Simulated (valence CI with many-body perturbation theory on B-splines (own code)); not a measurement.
# Which ion has this spectrum?

A relativistic CI+MBPT calculation for an atom or ion with 24 electrons gives these levels (eV):

```csv
J,Parity,E,g
4,even,0.000,1.35
2,even,4.900,1.36
0,even,12.439,
3,even,12.781,1.42
1,even,15.717,1.40
4,even,16.580,1.12
5,even,21.361,1.12
6,even,21.386,1.12
2,even,25.016,0.92
3,even,25.561,1.03
2,even,29.466,1.33
4,even,32.813,1.01
1,even,33.466,0.91
0,even,34.041,
```

The energies are calculated, and their last digits are not significant.

Q: Which is it?
A. Ba32+
B. I29+
C. La33+
D. Cs31+

A: A. Ba32+, ground level (3d3/2^4 3d5/2^2) J=4.
